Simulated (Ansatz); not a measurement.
`C=C/N=C/O[SiH3]` → `C=C1O[SiH2]C1N`  (isomerisation)

Calculated with Ansatz (gas phase, PBE0-D4/def2-TZVP geometries, no zero-point term in ΔE). CBS: MP2 limit from def2 TZ/QZ plus the TZ coupled-cluster correction, frozen cores. One conformer a species, not always the lowest.

| level | ΔE (kJ/mol) |
| --- | --- |
| SCS-MP2/def2-TZVPP | 35.1 |
| MP2/CBS(def2) | 19.9 |

Q: What does CCSD(T)/CBS give? (An estimate is asked.)

A: Ansatz gave: +27.7 kJ/mol. The listed levels differ from it by 7.4, -7.8 kJ/mol.

Largest T1 diagnostic among the species: 0.014.

The D4 term adds −4.4 kJ/mol with B3LYP and −2.2 kJ/mol with PBE0; it sums over pairs of atoms, weighted by their polarisabilities, and B3LYP, whose exchange is more repulsive, gets the larger term. In def2-TZVPP, CCSD(T) changes the Hartree–Fock value by −28.6 kJ/mol (the triples alone add +1.1 kJ/mol) and MP2 by −36.4 kJ/mol.

B3LYP here is the variant with VWN-RPA as its local correlation; programs differ in this.
